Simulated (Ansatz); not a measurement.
CH5FO4W (`C[O][W](=[O])([OH])([OH])[F]`). Charge 0, multiplicity 1. W takes the def2 core potential. The geometry is a stationary point of PBE0-D4/def2-TZVP. It is one conformer, not always the lowest.

```xyz
12

C     0.952   -1.775   -0.253
O     0.726   -0.478   -0.731
W    -0.274    0.995   -0.245
O     0.034    2.076   -1.507
O     0.898    1.284    1.226
O    -1.849   -0.031   -0.563
F    -1.469    2.041    0.807
H     1.621   -2.294   -0.941
H     1.412   -1.729    0.739
H     0.002   -2.314   -0.190
H     0.632    1.907    1.907
H    -2.686    0.318   -0.248
```

Question: What is the dipole moment at ωB97M-V/def2-TZVPP? (Estimate.)

Answer: Ansatz gave: 3.39 D, with components (-0.15, -2.65, 2.11) D in this frame, pointing from negative to positive charge.

Question: And with PBE, r2SCAN, B3LYP? (Estimate.)

Answer: Ansatz gave: PBE 3.41 D, r2SCAN 3.47 D, B3LYP 3.48 D.

Question: Give the Mulliken charges with ωB97M-V, r2SCAN, PBE in def2-TZVPP. (Best estimate.)

Answer: Ansatz gave: 
| atom | ωB97M-V | r2SCAN | PBE |
| --- | --- | --- | --- |
| C1 | -0.17 | 0.01 | -0.13 |
| O2 | -0.32 | -0.33 | -0.24 |
| W3 | 1.22 | 1.25 | 0.99 |
| O4 | -0.35 | -0.37 | -0.31 |
| O5 | -0.41 | -0.44 | -0.37 |
| O6 | -0.41 | -0.44 | -0.37 |
| F7 | -0.37 | -0.37 | -0.33 |
| H8 | 0.13 | 0.08 | 0.12 |
| H9 | 0.13 | 0.08 | 0.12 |
| H10 | 0.13 | 0.08 | 0.12 |
| H11 | 0.20 | 0.22 | 0.20 |
| H12 | 0.20 | 0.22 | 0.20 |

B3LYP here is the variant with VWN-RPA as its local correlation; programs differ in this.
